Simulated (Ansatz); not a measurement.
```yaml
crystal:
  periodic: [false, false, false]
  atoms:
    - {symbol: Si, position_ang: [0.255455, -1.466427, 0.976992]}
    - {symbol: O, position_ang: [0.023094, -0.099979, 0.065896]}
    - {symbol: Ti, position_ang: [-0.215446, 1.332578, -0.896629]}
    - {symbol: Cl, position_ang: [-1.650229, 0.886685, -2.475867]}
    - {symbol: Cl, position_ang: [1.695279, 1.920991, -1.765073]}
    - {symbol: Cl, position_ang: [-0.980167, 2.921123, 0.385224]}
    - {symbol: H, position_ang: [1.687356, -1.838464, 0.895201]}
    - {symbol: H, position_ang: [-0.598789, -2.542537, 0.422296]}
    - {symbol: H, position_ang: [-0.128052, -1.160269, 2.375058]}
basis:
  gaussian: {orbitals: cc-pVDZ}
hamiltonian: {xc: {name: RPBE}, dispersion: d4}
scf: {lower_state_search: full}
scf: {max_iter: 3}
output: {forces: true}
```

```sh
$ ansatz run in.yaml --threads 4 --pin off --events-out ev --progress --plain --max-ram 11315MiB
```

Problem. How does Ansatz answer? (Best estimate.)

Solution. The calculation gave: The input was rejected before any iteration.
```
Error: YAML parse error: error: line 17 column 1: duplicate mapping key: scf, set DuplicateKeyPolicy in Options if acceptable
15 | hamiltonian: {xc: {name: RPBE}, dispersion: d4}
16 | scf: {lower_state_search: full}
17 | scf: {max_iter: 3}
18 | output: {forces: true}
```
